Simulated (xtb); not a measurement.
C3H8OSn, SMILES [SnH2]([O]C)[CH]=C. All values are semi-empirical tight-binding results from xtb (GFN2-xTB unless named), good for trends rather than for accurate numbers. Geometry: GFN2-xTB. Other conformers were not sampled.

Optimised geometry:

Bonds (Å): Sn1–C2 2.132, Sn1–O4 1.990, Sn1–H6 1.705, Sn1–H7 1.705, C2–C3 1.319, C2–H8 1.082, C3–H9 1.080, C3–H10 1.077, O4–C5 1.396, C5–H11 1.092, C5–H12 1.092, C5–H13 1.091. Bond angles (°): C2–Sn1–O4 98.4, C2–Sn1–H6 117.9, C2–Sn1–H7 118.3, O4–Sn1–H6 108.9, O4–Sn1–H7 107.8, H6–Sn1–H7 104.8, Sn1–C2–C3 125.7, Sn1–C2–H8 113.4, C3–C2–H8 120.9, C2–C3–H9 121.2, C2–C3–H10 122.8, H9–C3–H10 116.0, Sn1–O4–C5 126.5, O4–C5–H11 112.1, O4–C5–H12 112.2, O4–C5–H13 106.8, H11–C5–H12 108.4, H11–C5–H13 108.6, H12–C5–H13 108.7.

For metal compounds this method's bond lengths and energies can be far off.

```yaml
orbital_gap: 4.21 eV
zero_point_energy: 57.5 kcal/mol
G − E(el) at 298.15 K (modified RRHO): 35.8 kcal/mol
```

Computed atomic charges and the Wiberg bond orders between heavy atoms:
charges (e) Sn1 0.21, C2 -0.05, C3 -0.07, O4 -0.40, C5 0.07, H6 0.00, H7 0.00, H8 0.08, H9 0.06, H10 0.04, H11 0.01, H12 0.01, H13 0.04. Bond orders Sn1–C2 0.71, C2–C3 2.00, Sn1–O4 0.90, O4–C5 1.02.
